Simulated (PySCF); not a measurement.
# Ionising CaF

PBE; basis Ca pcseg-1, F pcseg-1; no relativity; PySCF 2.14. Neutral (UKS): doublet (σ ↑), Re = 1.939 Å, ωe = 630 cm⁻¹, De = 5.99 eV, HOMO -3.48 eV, LUMO -2.49 eV.

CaF⁺ (UKS): singlet (closed shell), Re = 1.876 Å, ωe = 711 cm⁻¹, De = 6.33 eV to Ca⁺ + F. The energies at the minima are -777.07977 hartree for CaF and -776.86889 for CaF⁺.

Task: Work out the adiabatic ionisation energy, without and with harmonic zero-point energies (1 hartree = 27.2114 eV, 1 eV = 8065.5 cm⁻¹), and the change of the bond length.

Result: At PBE: 0.21088 hartree = 5.738 eV between the minima; the zero-point term (711.0 − 630.0)/2 cm⁻¹ = +0.005 eV makes it 5.743 eV. Re changes by -6.3 pm against the neutral. The electron leaves a σ orbital, and the shorter bond of the ion fits an antibonding orbital, or a change in how ionic the bond is.

For an ion De counts to the pair picked by the measured ionisation energies or electron affinities, which need not be the lowest pair at this level. States were picked by a PBE0 search and need not be the measured ground states.
